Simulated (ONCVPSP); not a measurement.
**What the settings do to the ONCV potential of S**

Base potential:

| Quantity | Value |
| --- | --- |
| Element | sulfur |
| Generator | ONCVPSP 4.0.1 |
| Type | optimised norm-conserving Vanderbilt (ONCV) |
| Functional | PBE |
| Relativity | fully relativistic |
| Frozen core | [Ne] |
| Valence charge | 6 |
| Reference configuration | 3s2 3p4 |
| Partial waves | 3s: rc 1.30 bohr, ncon 5, nbas 9, qcut 6 1/bohr, 1 projector; 3p: rc 1.40 bohr, ncon 4, nbas 7, qcut 4.8 1/bohr, 2 projectors, debl 2.7 Ha; d scattering state at 0.02 Ha: rc 1.05 bohr, ncon 4, nbas 9, qcut 10.7 1/bohr, 2 projectors, debl 2.3 Ha |
| Local potential | polynomial inside 0.95 bohr (lpopt 1, dvloc0 1 Ha) |
| Core correction | none |

Open shells are filled in proportion to 2j + 1.

All-electron outer shells of the reference configuration (PBE, scalar-relativistic, ld1.x):

```csv
shell,level (eV),outermost node (bohr),outermost maximum (bohr)
2s,-211.71,0.13,0.39
2p,-156.51,–,0.33
3s,-17.26,0.60,1.40
3p,-7.01,0.58,1.61
```

Cutoffs, loose and tight: the cutoffs (Ha) at which the residual kinetic energy of the hardest occupied pseudo-wave falls to 1 and 0.1 mHa per electron. They do not see the model core or the augmentation charge, which bear on the density cutoff. Test errors are all-electron minus pseudo excitation energies from the reference, over the configurations 3s2 3p3; 3s2 3p2; 3s2 3p1; 3s1 3p5. A dash means not determined; rows that change the core or the reference have their own tests.

For the base: The cutoffs count occupied waves only; projector 2 of the p channel, the hardest unoccupied one, needs 53 Ha at the loose tolerance.

| change | outcome | cutoff, loose | cutoff, tight | bound ghosts | GHOST(+) flags above zero | largest test error (meV) |
| --- | --- | --- | --- | --- | --- | --- |
| base | generated | 14 Ha | 116 Ha | none | s | +77 |
| d: debl 1.35 | generated | 14 Ha | 116 Ha | none | s | +77 |
| s: rc 1.72 | generated | 13 Ha | 21 Ha | none | s | +68 |
| functional PBEsol | generated | 14 Ha | 116 Ha | none | s | +95 |
| local potential polynomial inside 0.95 bohr (lpopt 1, dvloc0 2 Ha) | generated | 14 Ha | 116 Ha | none | s | +73 |
| scalar-relativistic | generated | 14 Ha | 116 Ha | none | s | +72 |
| s: ncon 4, nbas 8 | generated | 13 Ha | 21 Ha | none | s | +70 |

Task: What comes out with this change to the base: s: rc 1.05, qcut 7.4, nproj 0; local potential the s channel?

Result: outcome: failed: optimize: ERROR ps0norm > uunorm, code will stop. Cause: the continuity conditions at rc already need more norm inside rc than the all-electron wave has, so norm conservation cannot be met.
